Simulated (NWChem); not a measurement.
The numbers come from NWChem runs, not from measurements. System: H3ClF2Si2, charge 0, spin multiplicity 1, at a geometry optimised with PBE0/def2-SVP. The structure started from a generated list of species. Level: PBE/def2-TZVP.

Job file:

```
start mol
memory heap 200 mb stack 800 mb global 1000 mb
geometry units angstroms nocenter noautoz noautosym
  F     -2.178334     0.196483     0.897939
  Si    -1.619920    -0.103789    -0.600758
  Si     0.704805    -0.391717    -0.476561
  F      1.041518    -1.702846     0.417803
  Cl     1.523429     1.254375     0.449211
  H     -1.931289     1.064366    -1.473431
  H     -2.291433    -1.327083    -1.125367
  H      1.367389    -0.567321    -1.797008
end
basis spherical
  * library def2-tzvp
end
dft
  xc xpbe96 cpbe96
  semidirect memsize 60000000 filesize 0
  iterations 100
end
task dft energy
```

Output (cleaned and shortened):

```
             Northwest Computational Chemistry Package (NWChem) 7.3.0
             --------------------------------------------------------

                                NWChem Input Module
                                -------------------

 Scaling coordinates for geometry "geometry" by  1.889725989
 (inverse scale =  0.529177249)

                             Geometry "geometry" -> ""
                             -------------------------

 Output coordinates in angstroms (scale by  1.889725989 to convert to a.u.)

  No.       Tag          Charge          X              Y              Z
 ---- ---------------- ---------- -------------- -------------- --------------
    1 F                    9.0000    -2.17833400     0.19648300     0.89793900
    2 Si                  14.0000    -1.61992000    -0.10378900    -0.60075800
    3 Si                  14.0000     0.70480500    -0.39171700    -0.47656100
    4 F                    9.0000     1.04151800    -1.70284600     0.41780300
    5 Cl                  17.0000     1.52342900     1.25437500     0.44921100
    6 H                    1.0000    -1.93128900     1.06436600    -1.47343100
    7 H                    1.0000    -2.29143300    -1.32708300    -1.12536700
    8 H                    1.0000     1.36738900    -0.56732100    -1.79700800

 Effective nuclear repulsion energy (a.u.)     361.4821633758

            Nuclear Dipole moment (a.u.)
            ----------------------------
        X                 Y               Z
 ---------------- ---------------- ----------------
     0.0000113384    -0.0000264562    -0.0000132281


 Summary of "ao basis" -> "" (spherical)
 ------------------------------------------------------------------------------
       Tag                 Description            Shells   Functions and Types
 ---------------- ------------------------------  ------  ---------------------
 *                         def2-tzvp                  on all atoms

  pbe96 is a nonlocal functional; adding pw91lda local functional.

                                 NWChem DFT Module
                                 -----------------
[...]
    36      0.124719  2 Si s                111      0.122347  4 F  px

 Vector   34  Occ=0.000000D+00  E=-8.082585D-02
              MO Center= -6.9D-01, -1.8D-01, -6.0D-01, r^2= 4.3D+00
   Bfn.  Coefficient  Atom+Function         Bfn.  Coefficient  Atom+Function
  ----- ------------  ---------------      ----- ------------  ---------------
    51      0.473402  2 Si pz                88      0.216456  3 Si pz
    73      0.209108  3 Si s                 48      0.206095  2 Si pz
    85      0.203009  3 Si pz                49     -0.178468  2 Si px
   176      0.161790  6 H  s                155      0.154586  5 Cl py
    86      0.147924  3 Si px                 5     -0.134826  1 F  s

 Vector   35  Occ=0.000000D+00  E=-5.768920D-02
              MO Center=  1.6D-02, -2.3D-01, -6.3D-01, r^2= 4.2D+00
   Bfn.  Coefficient  Atom+Function         Bfn.  Coefficient  Atom+Function
  ----- ------------  ---------------      ----- ------------  ---------------
    87      0.541809  3 Si py                84      0.312857  3 Si py
   182      0.277627  7 H  s                141     -0.243828  5 Cl s
    73      0.237118  3 Si s                 50      0.219407  2 Si py
   176     -0.217869  6 H  s                156      0.189287  5 Cl pz
    36     -0.187575  2 Si s                 47      0.163604  2 Si py

 Vector   36  Occ=0.000000D+00  E=-1.124705D-02
              MO Center= -3.5D-01, -2.4D-03, -6.9D-01, r^2= 6.1D+00
   Bfn.  Coefficient  Atom+Function         Bfn.  Coefficient  Atom+Function
  ----- ------------  ---------------      ----- ------------  ---------------
    73      1.557299  3 Si s                 36     -1.058238  2 Si s
    49     -0.815230  2 Si px                72      0.525633  3 Si s
    86     -0.509512  3 Si px               188     -0.468318  8 H  s
    51     -0.392201  2 Si pz                71     -0.291119  3 Si s
    35     -0.276279  2 Si s                155      0.254637  5 Cl py

------------------------------------------------------------
EAF file 0: "./mol.aoints.0" size=524288 bytes
------------------------------------------------------------
               write      read    awrite     aread      wait
               -----      ----    ------     -----      ----
     calls:        1         9         0         0         0
   data(b): 5.24e+05  4.72e+06  0.00e+00  0.00e+00
   time(s): 0.00e+00  0.00e+00  0.00e+00  0.00e+00  0.00e+00
rate(mb/s): 0.00e+00  0.00e+00
------------------------------------------------------------

 center of mass
 --------------
 x =   0.04576102 y =   0.00782419 z =   0.08786874

 moments of inertia (a.u.)
 ------------------
         597.272653634613         -79.190463550123         -56.094530506903
         -79.190463550123        1209.384188664897         -62.255552710895
         -56.094530506903         -62.255552710895        1459.723453419527

     Multipole analysis of the density
     ---------------------------------

     L   x y z        total         alpha         beta         nuclear
     -   - - -        -----         -----         ----         -------
     0   0 0 0     -0.000000    -33.000000    -33.000000     66.000000

     1   1 0 0     -0.166669     -0.083340     -0.083340      0.000011
     1   0 1 0      0.004348      0.002187      0.002187     -0.000026
     1   0 0 1     -0.841880     -0.420934     -0.420934     -0.000013

     2   2 0 0    -38.231351   -280.635548   -280.635548    523.039745
     2   1 1 0      0.788741    -19.907905    -19.907905     40.604551
     2   1 0 1      1.211321    -16.955620    -16.955620     35.122562
     2   0 2 0    -38.267246   -123.959095   -123.959095    209.650944
     2   0 1 1      0.711943    -16.061992    -16.061992     32.835928
     2   0 0 2    -36.791354    -66.885549    -66.885549     96.979745

 Task  times  cpu:       53.2s     wall:       53.2s

 Total times  cpu:       53.2s     wall:       53.2s
```
